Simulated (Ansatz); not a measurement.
(H2Ga-mu-H)2 (Ga₂H₆), 8 atoms. Hardware: 4 threads of Arm Neoverse V2 on a shared host.

Correlated methods freeze 18 core orbitals; core or outer-core shells of Ga are correlated, in sets that lack core-valence functions.

(1) How many basis functions does each of these Ansatz runs have, and roughly what does it cost? PBE0-D4/def2-TZVP, charge 0 singlet, relaxation, 5 steps; BHLYP-D4/def2-TZVP, charge 0 singlet, energy, from earlier orbitals; r2SCAN-D4/def2-TZVP, charge 0 triplet at the geometry of the charge 0 singlet, energy, from earlier orbitals; PBE-D4/def2-SVP, charge 0 singlet, energy, from earlier orbitals; RPA@PBE/def2-TZVP, charge 0 singlet, energy, from earlier orbitals; LDA (SPW92)/def2-TZVP, charge 0 singlet, energy, from earlier orbitals; HSE06-D4/def2-TZVP, charge 0 singlet, energy, from earlier orbitals; PBE-D4/def2-TZVP, charge 0 triplet at the geometry of the charge 0 singlet, energy, from earlier orbitals; PBE0-D4/def2-SVP, charge 0 singlet, energy, from earlier orbitals; B2PLYP/def2-TZVP, charge 0 singlet, energy, from earlier orbitals; PBE-D4/def2-TZVP, charge 1 doublet at the geometry of the charge 0 singlet, energy, from earlier orbitals; LC-ωPBE/def2-TZVP, charge 0 singlet, energy, from earlier orbitals.

## Answers

(1) Other jobs shared the machine, so times can vary by a factor of up to 3. A dash marks memory too small to be measured apart from the calling script's.

```tsv
run	functions	fitting or Cholesky vectors	wall time	peak host memory (GiB)
LDA (SPW92)/def2-TZVP, charge 0 singlet, energy, from earlier orbitals	132	1000	0.5 s	–
PBE-D4/def2-SVP, charge 0 singlet, energy, from earlier orbitals	94	1058	0.55 s	–
PBE0-D4/def2-SVP, charge 0 singlet, energy, from earlier orbitals	94	956	0.8 s	–
LC-ωPBE/def2-TZVP, charge 0 singlet, energy, from earlier orbitals	132	1000	0.9 s	–
BHLYP-D4/def2-TZVP, charge 0 singlet, energy, from earlier orbitals	132	1170	1.1 s	–
HSE06-D4/def2-TZVP, charge 0 singlet, energy, from earlier orbitals	132	1090	1.1 s	–
RPA@PBE/def2-TZVP, charge 0 singlet, energy, from earlier orbitals	132	940	1.3 s	–
PBE-D4/def2-TZVP, charge 1 doublet at the geometry of the charge 0 singlet, energy, from earlier orbitals	132	1000	1.4 s	–
B2PLYP/def2-TZVP, charge 0 singlet, energy, from earlier orbitals	132	940	1.4 s	–
PBE-D4/def2-TZVP, charge 0 triplet at the geometry of the charge 0 singlet, energy, from earlier orbitals	132	1000	3.2 s	–
r2SCAN-D4/def2-TZVP, charge 0 triplet at the geometry of the charge 0 singlet, energy, from earlier orbitals	132	1000	4.3 s	–
PBE0-D4/def2-TZVP, charge 0 singlet, relaxation, 5 steps	132	1090	4.7 s	–
```
